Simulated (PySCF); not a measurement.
AlFI₂ (SMILES [F][Al]([I])[I]), singlet, at a GFN2-xTB geometry (such geometries of metal compounds can be far from the true shape) (all electrons, no relativity); CASSCF(8,7)/STO-3G in PySCF.

Here is a job for PySCF.
```python
from pyscf import gto, scf, mcscf
import numpy

mol = gto.Mole()
mol.atom = '''
    Al   -0.694164   -0.497321   -0.093051
    F    -2.021609   -1.448345   -0.270991
    I    -0.689147    1.738067   -1.215005
    I     1.202705   -1.370137    1.283846
'''
mol.basis = 'sto-3g'
mol.charge = 0
mol.spin = 0
mol.verbose = 4
mol.build()

mf = scf.RHF(mol)
mf.kernel()
mc = mcscf.CASSCF(mf, 7, 8)
mc.fix_spin_(ss=0.0)
mc.kernel()
occ = numpy.linalg.eigvalsh(mc.fcisolver.make_rdm1(mc.ci, mc.ncas, mc.nelecas))[::-1]
ss = mc.fcisolver.spin_square(mc.ci, mc.ncas, mc.nelecas)[0]
print('natural occupations', occ.round(4), ' <S^2>', round(ss, 4))
```

It wrote (shortened):

```
PySCF version 2.14.0

[INPUT] verbose = 4
[INPUT] num. atoms = 4
[INPUT] num. electrons = 128
[INPUT] charge = 0
[INPUT] spin (= nelec alpha-beta = 2S) = 0
[INPUT] symmetry False subgroup None
[INPUT] Mole.unit = angstrom
[INPUT] Symbol           X                Y                Z      unit          X                Y                Z       unit  Magmom
[...]
nuclear repulsion = 806.988730004993
number of shells = 30
number of NR pGTOs = 204
number of NR cGTOs = 68
basis = sto-3g
ecp = {}

******** <class 'pyscf.scf.hf.RHF'> ********
method = RHF
initial guess = minao
damping factor = 0
level_shift factor = 0
DIIS = <class 'pyscf.scf.diis.CDIIS'>
diis_start_cycle = 1
diis_space = 8
diis_damp = 0
SCF conv_tol = 1e-09
SCF conv_tol_grad = None
SCF max_cycles = 50
direct_scf = True
direct_scf_tol = 1e-13
Set gradient conv threshold to 3.16228e-05
Initial guess from minao.
init E= -13994.015583225
[...]
cycle= 1 E= -14038.51372174  delta_E= -44.5  |g|= 0.476  |ddm|= 2.46
[...]
cycle= 2 E= -14038.6236834959  delta_E= -0.11  |g|= 0.138  |ddm|= 1.23
[...]
cycle= 3 E= -14038.6307684989  delta_E= -0.00709  |g|= 0.0176  |ddm|= 0.237
[...]
cycle= 4 E= -14038.6309801204  delta_E= -0.000212  |g|= 0.00418  |ddm|= 0.0445
[...]
cycle= 5 E= -14038.6309965382  delta_E= -1.64e-05  |g|= 0.00119  |ddm|= 0.0129
[...]
cycle= 6 E= -14038.6309980473  delta_E= -1.51e-06  |g|= 0.00028  |ddm|= 0.0042
[...]
cycle= 7 E= -14038.6309981421  delta_E= -9.48e-08  |g|= 3.53e-05  |ddm|= 0.00121
[...]
cycle= 8 E= -14038.6309981436  delta_E= -1.55e-09  |g|= 4.82e-06  |ddm|= 0.000158
[...]
cycle= 9 E= -14038.6309981437  delta_E= -3.64e-11  |g|= 7.11e-07  |ddm|= 1.94e-05
[...]
Extra cycle  E= -14038.6309981437  delta_E= -7.28e-12  |g|= 2.51e-07  |ddm|= 2.05e-06
converged SCF energy = -14038.6309981437

******** <class 'pyscf.mcscf.mc1step.CASSCF'> ********
CAS (4e+4e, 7o), ncore = 60, nvir = 1
max_cycle_macro = 50
max_cycle_micro = 4
conv_tol = 1e-07
conv_tol_grad = None
orbital rotation max_stepsize = 0.02
orbital rotation threshold for CI restart = 0.01
augmented hessian ah_max_cycle = 30
augmented hessian ah_conv_tol = 1e-12
augmented hessian ah_linear dependence = 1e-14
augmented hessian ah_level shift = 1e-08
augmented hessian ah_start_tol = 2.5
augmented hessian ah_start_cycle = 3
augmented hessian ah_grad_trust_region = 3
kf_trust_region = 3
kf_interval = 4
ci_response_space = 4
ci_grad_trust_region = 3
with_dep4 0
natorb = False
canonicalization = True
sorting_mo_energy = False
ao2mo_level = 2
internal_rotation = False
******** <class 'pyscf.fci.addons.SpinPenaltyFCISolver'> ********
max. cycles = 50
conv_tol = 1e-08
davidson only = True
linear dependence = 1e-12
level shift = 0.001
max iter space = 12
nroots = 1
pspace_size = 400
spin = None
CASCI E = -14038.6323908557  S^2 = 0.0000000
Set conv_tol_grad to 0.000316228
macro iter   1 ( 17 JK    4 micro), CASSCF E = -14038.6328684454  dE = -4.77589714e-04  S^2 = 0.0000000
               |grad[o]|=0.00183  |grad[c]|=0.0142  |ddm|=0.00781  |maxRot[o]|=0.138
macro iter   2 ( 17 JK    4 micro), CASSCF E = -14038.6344670963  dE = -1.59865092e-03  S^2 = 0.0000000
               |grad[o]|=0.00248  |grad[c]|=0.0444  |ddm|=0.0199  |maxRot[o]|=0.227
macro iter   3 ( 12 JK    3 micro), CASSCF E = -14038.6363476428  dE = -1.88054645e-03  S^2 = 0.0000000
               |grad[o]|=0.00569  |grad[c]|=0.0213  |ddm|= 0.03  |maxRot[o]|=0.149
macro iter   4 ( 17 JK    4 micro), CASSCF E = -14038.6393483388  dE = -3.00069598e-03  S^2 = 0.0000000
               |grad[o]|=0.00893  |grad[c]|=0.0217  |ddm|=0.0707  |maxRot[o]|=0.172
macro iter   5 ( 21 JK    4 micro), CASSCF E = -14038.6431704398  dE = -3.82210101e-03  S^2 = 0.0000000
               |grad[o]|=0.0126  |grad[c]|=0.0256  |ddm|=0.043  |maxRot[o]|=0.196
macro iter   6 ( 21 JK    4 micro), CASSCF E = -14038.6470223213  dE = -3.85188157e-03  S^2 = 0.0000000
               |grad[o]|=0.0138  |grad[c]|=0.021  |ddm|=0.00904  |maxRot[o]|=  0.2
macro iter   7 ( 21 JK    4 micro), CASSCF E = -14038.6498776258  dE = -2.85530450e-03  S^2 = 0.0000000
               |grad[o]|=0.0112  |grad[c]|=0.00939  |ddm|=0.00429  |maxRot[o]|=0.159
macro iter   8 ( 21 JK    4 micro), CASSCF E = -14038.6520603659  dE = -2.18274001e-03  S^2 = 0.0000000
               |grad[o]|=0.00872  |grad[c]|=0.00654  |ddm|=0.00365  |maxRot[o]|=0.159
macro iter   9 (  7 JK    2 micro), CASSCF E = -14038.6531283913  dE = -1.06802545e-03  S^2 = 0.0000000
               |grad[o]|=0.00565  |grad[c]|=0.00363  |ddm|=0.0033  |maxRot[o]|=0.0699
macro iter  10 (  7 JK    2 micro), CASSCF E = -14038.6539114846  dE = -7.83093345e-04  S^2 = 0.0000000
               |grad[o]|=0.00517  |grad[c]|=0.00336  |ddm|=0.0044  |maxRot[o]|=0.0699
macro iter  11 (  6 JK    2 micro), CASSCF E = -14038.6541854204  dE = -2.73935744e-04  S^2 = 0.0000000
               |grad[o]|=0.00455  |grad[c]|=0.00167  |ddm|=0.0037  |maxRot[o]|= 0.05
macro iter  12 ( 19 JK    4 micro), CASSCF E = -14038.6539877575  dE =  1.97662861e-04  S^2 = 0.0000000
               |grad[o]|=0.00318  |grad[c]|=0.00817  |ddm|=0.0186  |maxRot[o]|=0.238
macro iter  13 ( 21 JK    4 micro), CASSCF E = -14038.6540487398  dE = -6.09822891e-05  S^2 = 0.0000000
               |grad[o]|=0.00249  |grad[c]|=0.00103  |ddm|=0.00103  |maxRot[o]|=0.0172
macro iter  14 ( 17 JK    4 micro), CASSCF E = -14038.6541293314  dE = -8.05915843e-05  S^2 = 0.0000000
               |grad[o]|=0.00164  |grad[c]|=0.00235  |ddm|=0.00239  |maxRot[o]|=0.0383
macro iter  15 (  7 JK    2 micro), CASSCF E = -14038.6542068533  dE = -7.75218487e-05  S^2 = 0.0000000
               |grad[o]|=0.00111  |grad[c]|=0.00231  |ddm|=0.00434  |maxRot[o]|=0.0518
macro iter  16 (  6 JK    2 micro), CASSCF E = -14038.6542415373  dE = -3.46840170e-05  S^2 = 0.0000000
               |grad[o]|=0.000684  |grad[c]|=0.00133  |ddm|=0.00315  |maxRot[o]|=0.043
macro iter  17 (  5 JK    2 micro), CASSCF E = -14038.6542523693  dE = -1.08320673e-05  S^2 = 0.0000000
               |grad[o]|=0.000466  |grad[c]|=0.000603  |ddm|=0.00154  |maxRot[o]|=0.0278
macro iter  18 (  9 JK    3 micro), CASSCF E = -14038.6542369974  dE =  1.53719175e-05  S^2 = 0.0000000
               |grad[o]|=0.00032  |grad[c]|=0.000948  |ddm|=0.00239  |maxRot[o]|=0.0481
macro iter  19 (  7 JK    2 micro), CASSCF E = -14038.6542454370  dE = -8.43954149e-06  S^2 = 0.0000000
               |grad[o]|=0.000275  |grad[c]|=0.000236  |ddm|=0.000602  |maxRot[o]|=0.0202
macro iter  20 (  6 JK    2 micro), CASSCF E = -14038.6542529176  dE = -7.48065031e-06  S^2 = 0.0000000
               |grad[o]|=0.000216  |grad[c]|=0.000394  |ddm|=0.00107  |maxRot[o]|=0.0269
macro iter  21 (  4 JK    1 micro), CASSCF E = -14038.6542562781  dE = -3.36052108e-06  S^2 = 0.0000000
               |grad[o]|=0.00015  |grad[c]|=0.000951  |ddm|=0.000738  |maxRot[o]|=0.0253
macro iter  22 (  3 JK    1 micro), CASSCF E = -14038.6542566471  dE = -3.69003828e-07  S^2 = 0.0000000
               |grad[o]|=7.6e-05  |grad[c]|=0.000303  |ddm|=0.000122  |maxRot[o]|=0.0085
macro iter  23 (  3 JK    1 micro), CASSCF E = -14038.6542566865  dE = -3.93883965e-08  S^2 = 0.0000000
               |grad[o]|=3.21e-05  |grad[c]|=0.0001  |ddm|=    0  |maxRot[o]|=0.0028
1-step CASSCF converged in  23 macro (274 JK  65 micro) steps
CASSCF canonicalization
Density matrix diagonal elements [1.99315206 1.97876318 1.99805077 1.98311308 0.02571565 0.00997973
 0.01122553]
CASSCF energy = -14038.6542566865
CASCI E = -14038.6542566865  E(CI) = -9.54084025776501  S^2 = 0.0000000
natural occupations [1.9981 1.994  1.9832 1.9791 0.0254 0.0111 0.0092]  <S^2> 0.0
```
